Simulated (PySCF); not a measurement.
[TaF4]+ at several levels of theory

Computed with PySCF 2.14.0 (density fitting, no spin-orbit coupling) at the geometry relaxed with B3LYP:

```xyz
5
[TaF4]+ (singlet)
Ta    0.0000    0.0000    0.0000
F     1.0511    1.0511    1.0511
F    -1.0511   -1.0511    1.0511
F     1.0511   -1.0511   -1.0511
F    -1.0511    1.0511   -1.0511
```

```json
{"level": "B3LYP", "basis": "Ta def2-SVP with ECP60, F def2-SVP", "state": "singlet", "HOMO (eV)": "-19.28", "gap (eV)": "9.51", "charge on Ta1 (e)": "1.73", "dipole about the centre of mass (D)": "0.00", "largest force component (eV/Å)": "0.02"}
{"level": "BP86", "basis": "the same", "state": "singlet", "HOMO (eV)": "-17.61", "gap (eV)": "7.25", "charge on Ta1 (e)": "1.57", "dipole about the centre of mass (D)": "0.00", "largest force component (eV/Å)": "0.16"}
{"level": "TPSS", "basis": "the same", "state": "singlet", "HOMO (eV)": "-17.64", "gap (eV)": "7.45", "charge on Ta1 (e)": "1.65", "dipole about the centre of mass (D)": "0.00", "largest force component (eV/Å)": "0.14"}
{"level": "BLYP", "basis": "the same", "state": "singlet", "HOMO (eV)": "-17.36", "gap (eV)": "7.25", "charge on Ta1 (e)": "1.54", "dipole about the centre of mass (D)": "0.00", "largest force component (eV/Å)": "0.35"}
{"level": "B3LYP", "basis": "Ta def2-TZVP with ECP60, F def2-TZVP", "state": "singlet", "HOMO (eV)": "-19.26", "gap (eV)": "9.64", "charge on Ta1 (e)": "1.97", "dipole about the centre of mass (D)": "0.00", "largest force component (eV/Å)": "0.21"}
{"level": "B3LYP", "basis": "Ta x2c-SVPall, F x2c-SVPall", "state": "singlet", "HOMO (eV)": "-19.42", "gap (eV)": "9.28", "charge on Ta1 (e)": "1.80", "dipole about the centre of mass (D)": "0.00", "largest force component (eV/Å)": "0.63"}
```

Charges are Mulliken's, which hang on the basis. The relaxation used the grid (50, 194), these runs (75, 302) or, all-electron (x2c bases, spin-free X2C Hamiltonian), (99, 590).

Q: What does CAM-B3LYP with Ta def2-SVP with ECP60, F def2-SVP give here?

A: state singlet, HOMO (eV) -21.14, gap (eV) 12.80, charge on Ta1 (e) 1.74, dipole about the centre of mass (D) 0.00, largest force component (eV/Å) 0.24. Time: 3.9 s on 2 threads of Arm Neoverse V1, on a shared host, from an already converged density.

In the first row's basis the gap widens with exact exchange: 7.2 to 7.5 eV for BLYP, BP86, TPSS (none); 9.5 eV for B3LYP (a fixed share); 12.8 eV for CAM-B3LYP (rising or full at long range).
